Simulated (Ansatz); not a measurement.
Geometry optimisation, UKS r2SCAN-D4/def2-SVP in Ansatz 0.2.0.

The input (input.yaml):

```yaml
crystal:
  periodic: [false, false, false]
  atoms:
    - { symbol: B, position_ang: [0.058364, -0.32059, -0.453435] }
    - { symbol: F, position_ang: [-0.054742, -0.094322, 2.04332] }
    - { symbol: O, position_ang: [1.111007, -0.397917, -1.279089] }
    - { symbol: H, position_ang: [1.962101, -0.431337, -0.827332] }
    - { symbol: O, position_ang: [-1.218455, -0.280254, -0.855132] }
    - { symbol: H, position_ang: [-1.838889, -0.222631, -0.117965] }
    - { symbol: Cl, position_ang: [-0.229285, -0.051549, 3.663233] }
magnetization:
  spin_polarized: true
  initial_magnetization: 1
basis:
  gaussian: { orbitals: def2-SVP }
hamiltonian:
  xc: r2scan
  dispersion: d4
relax:
  f_tol: 0.03
  max_steps: 50
```

Run as:

```bash
$ ansatz run input.yaml --threads 4 --pin off --max-ram 5120MiB --backend cpu --events-out ev --progress --plain --runs-dir out
```

Question: Where does it end, and by what steps?

Answer: The run converged. After 18 steps the energy has fallen by 4.796 eV; F2 moved furthest, 1.22 Å. Parted: F2–Cl7 (1.63 → 2.59 Å). Joined: B1–F2 (2.51 → 1.37 Å).

```csv
step,energy less start (eV),largest force component (eV/Å),accepted
0,0.0000,4.142,yes
1,-0.3250,4.667,yes
2,-0.8704,6.387,yes
3,-1.4375,7.772,yes
4,-3.4077,5.947,yes
5,-4.3291,3.915,yes
6,-4.5596,1.811,yes
7,-4.6519,1.202,yes
8,-4.6826,0.510,yes
9,-4.6966,0.491,yes
10,-4.7139,0.410,yes
11,-4.7472,0.176,yes
12,-4.7794,0.255,yes
13,-4.7900,0.168,yes
14,-4.7933,0.100,yes
15,-4.7944,0.077,yes
16,-4.7953,0.044,yes
17,-4.7954,0.060,yes
18,-4.7956,0.004,yes
```

```xyz
7
Properties=species:S:1:pos:R:3
B 0.145 -0.296 -0.117
F 0.726 -0.171 1.114
O 0.947 -0.391 -1.200
H 1.884 -0.356 -0.973
O -1.193 -0.323 -0.236
H -1.635 -0.242 0.624
Cl -1.084 -0.019 2.962
```

The run took 55 s on 4 threads of Intel(R) Xeon(R) CPU @ 2.60GHz (Ice Lake), with other jobs on the host, peak memory 0.26 GiB.
